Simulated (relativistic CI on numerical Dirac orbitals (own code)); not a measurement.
**Calculated levels, Ir LXXII**

Computed by Dirac-Coulomb-Breit CI, separate exchange-only KLI orbitals for each configuration, model QED (radiative potential, 1s self-energy scaled to tabulated hydrogen-like ionisation energies), unscaled Slater integrals (own radial code, finite nucleus).

Configuration list (outside the closed core 1s2): 2s²2p², 2s2p³, 2p⁴, 2p³3s, 2p³3p, 2s²2p3s, 2p³3d, 2s²2p3p, 2s²2p3d, 2s2p²3s, 2s2p²3p, 2s2p²3d, 2s²2p4s, 2s²2p4p, 2s²2p4d, 2s²2p4f, 2s²3s², 2s2p²4s, 2s²3s3p, 2s2p²4p, 2s²3s3d, 2s²2p5s, 2s2p²4d, 2s²3p², 2s2p²4f, 2s²2p5p, 2s²2p5d, 2s²2p5f, 2s²2p5g, 2s²3p3d, 2s2p3s², 2s²3d², 2s2p3s3p, 2s2p3s3d, 2s2p3p², 2s2p3p3d. Levels of other configurations are missing.

| No. | Configuration | Term | J | E (eV) | % | Next component (%) | Landé g |
| --- | --- | --- | --- | --- | --- | --- | --- |
| 41 | 2s²2p3s | ³P° | 2 | 13185.3 | 99 | 1 2p³3s ³P° | 1.465 |
| 42 | 2s²2p3s | ¹P° | 1 | 13195.1 | 66 | 33 ³P° | 1.121 |
| 43 | 2s²2p3p | ³P | 1 | 13300.2 | 49 | 28 ³S | 1.448 |
| 44 | 2s²2p3p | ³D | 2 | 13301.9 | 47 | 33 ¹D | 1.140 |
| 45 | 2s2p²(3P)<4P>3s | ⁵P | 2 | 13396.5 | 84 | 8 ³P | 1.716 |
| 46 | 2s2p²(3P)<4P>3s | ³P | 1 | 13427.2 | 65 | 20 ⁵P | 1.538 |
| 47 | 2s2p²(1D)<2D>3s | ³D | 3 | 13437.0 | 63 | 36 ⁵P | 1.413 |
| 48 | 2s2p²(3P)<4P>3s | ³P | 2 | 13465.6 | 38 | 36 ³D | 1.202 |
| 49 | 2s2p²(3P)<4P>3p | ⁵P° | 1 | 13495.3 | 39 | 31 ⁵D° | 1.852 |
| 50 | 2s2p²(3P)<4P>3p | ⁵D° | 2 | 13506.6 | 46 | 26 ³D° | 1.322 |
| 51 | 2s2p²(3P)<2P>3s | ³P | 0 | 13524.8 | 99 |  |  |
| 52 | 2s2p²(1D)<2D>3s | ³D | 1 | 13525.9 | 46 | 45 ¹P | 0.857 |
| 53 | 2s2p²(3P)<2P>3s | ³P | 1 | 13532.8 | 73 | 12 ³D | 1.466 |
| 54 | 2s2p²(1D)<2D>3s | ¹D | 2 | 13536.0 | 39 | 36 ³P | 1.191 |
| 55 | 2s2p²(3P)<4P>3p | ³D° | 3 | 13538.4 | 32 | 28 ³F° | 1.194 |
| 56 | 2s2p²(1D)<2D>3p | ³P° | 2 | 13581.7 | 43 | 17 ³D° | 1.450 |
| 57 | 2s2p²(3P)<2P>3p | ³P° | 0 | 13615.5 | 49 | 27 ⁵D° |  |
| 58 | 2s2p²(3P)<2P>3p | ³D° | 1 | 13616.5 | 59 | 15 ³P° | 0.887 |
| 59 | 2s2p²(1D)<2D>3p | ³F° | 2 | 13619.1 | 45 | 23 ³D° | 0.901 |
| 60 | 2s2p²(3P)<2P>3p | ¹P° | 1 | 13672.3 | 29 | 28 ³D° | 1.119 |
| 61 | 2s²2p3p | ³D | 3 | 13790.1 | 99 | 1 2p³3p ³D | 1.306 |
| 62 | 2s²2p3p | ¹P | 1 | 13790.7 | 54 | 37 ³S | 1.316 |
| 63 | 2s²2p3p | ³P | 2 | 13823.4 | 65 | 34 ¹D | 1.300 |
| 64 | 2p³(2P°)3s | ³P° | 2 | 13837.9 | 47 | 23 ⁵S° | 1.473 |
| 65 | 2p³(2P°)3s | ¹P° | 1 | 13848.3 | 31 | 27 ³D° | 1.139 |
| 66 | 2s²2p3p | ¹S | 0 | 13852.5 | 66 | 32 ³P |  |
| 67 | 2s²2p3d | ³D° | 2 | 13885.2 | 50 | 23 ¹D° | 1.021 |
| 68 | 2s²2p3d | ³F° | 3 | 13894.0 | 53 | 34 ¹F° | 1.056 |
| 69 | 2s²2p3d | ³P° | 1 | 13898.3 | 55 | 38 ³D° | 1.060 |
| 70 | 2s²2p3d | ³P° | 0 | 13903.3 | 98 | 1 2p³3d ³P° |  |

Energies count from the lowest computed level; ° marks odd parity. Percentages are summed over parent terms; the parents shown are those of the largest component, closed shells are left out there, and <> holds an intermediate term.

The mean weight of the leading LS term, summed over parents, in these 30 levels is 58 %, and that of the leading jj configuration (from the same eigenvectors) 99 %, so jj coupling describes them better and the LS labels are nominal.

At this charge energies of transitions that change n are usually good to better than 1 %, and those within a shell (Δn = 0) to a few per cent.

LS names give the leading component of a level, which can be under half, so a name can repeat, a term be missing and a line seem to break the LS rules.
